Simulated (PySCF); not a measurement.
UHF on I (iodine, neutral)

Configuration: [Kr] 4d10 5s2 5p4 5d1, one real determinant (an excited configuration). Calculation: PySCF 2.14, in aug-cc-pwCVTZ-DK3 with one added diffuse shell each of s, p, d, f type (11s10p8d5f1g, 125 functions); the spin-free X2C one-electron Hamiltonian (Gaussian nucleus).

```
Total energy                                                  : -7112.139660 hartree
One-electron energy                                           : -9743.8312 hartree
Hartree (Coulomb) energy                                      : 2811.9409 hartree
Exchange energy                                               : -180.2494 hartree
⟨S²⟩                                                          : 3.7630
⟨L²⟩                                                          : 8.070
Sum of ⟨r⟩                                                    : 40.55 bohr
Sum of ⟨r²⟩                                                   : 86.42 bohr²
Traceless quadrupole moment −½Σ⟨3z² − r²⟩ along its main axis : 7.41 e·bohr²
Langevin diamagnetic susceptibility                           : -68.4 ×10⁻⁶ cm³/mol
```

| shell | electrons | mean orbital energy (hartree) | spread (hartree) | rms radius, mean of both spins (bohr) |
| --- | --- | --- | --- | --- |
| 1s α | 1 | -1224.97704 | 0 | 0.0312 |
| 1s β | 1 | -1224.97213 | 0 | 0.0312 |
| 2s α | 1 | -193.06298 | 0 | 0.127 |
| 2s β | 1 | -193.06060 | 0 | 0.127 |
| 2p α | 3 | -173.18340 | 0.00391 | 0.113 |
| 2p β | 3 | -173.17831 | 0.00186 | 0.113 |
| 3s α | 1 | -40.65989 | 0 | 0.334 |
| 3s β | 1 | -40.65428 | 0 | 0.334 |
| 3p α | 3 | -34.04318 | 0.00922 | 0.335 |
| 3p β | 3 | -34.03494 | 0.00099 | 0.335 |
| 3d α | 5 | -24.08321 | 0.00915 | 0.313 |
| 3d β | 5 | -24.07955 | 0.00458 | 0.313 |
| 4s α | 1 | -7.91384 | 0 | 0.787 |
| 4s β | 1 | -7.89839 | 0 | 0.787 |
| 4p α | 3 | -5.74164 | 0.02093 | 0.845 |
| 4p β | 3 | -5.72379 | 0.00338 | 0.845 |
| 4d α | 5 | -2.45811 | 0.02577 | 0.992 |
| 4d β | 5 | -2.44505 | 0.01042 | 0.992 |
| 5s α | 1 | -1.07686 | 0 | 2.10 |
| 5s β | 1 | -0.88899 | 0 | 2.10 |
| 5p α | 3 | -0.55990 | 0.06376 | 2.53 |
| 5p β | 1 | -0.48268 | 0 | 2.53 |
| 5d α | 1 | -0.07535 | 0 | 5.88 |

⟨L²⟩ = 8.07 against 12 for a pure F term, so this real determinant mixes terms. The outer electron is Rydberg-like, and this basis confines it to a smaller radius and binds it less than a complete one would.

Densities and radii are taken from the X2C orbitals without a picture-change correction, which distorts them close to the nucleus.

Spin-orbit constants ζ (cm⁻¹) from the X2C one-electron operator on these orbitals: bare nucleus, nucleus screened by l(l+1)(2l+1)/3 electrons, and screened by the Breit-Pauli mean field of the electrons.

| shell | bare | screened nucleus | mean field |
| --- | --- | --- | --- |
| 2p | 1592000 | 1532000 | n/a |
| 3p | 303500 | 292000 | n/a |
| 3d | 46150 | 37440 | n/a |
| 4p | 56540 | 54400 | n/a |
| 4d | 6495 | 5269 | n/a |
| 5p | 5397 | 5193 | n/a |
| 5d | 110.3 | 89.47 | n/a |

To first order the Landé constant is A = -557.2 cm⁻¹, so the lowest level has J = 9/2 and lies 0.311 eV below the centre of the term. This holds in LS coupling only.
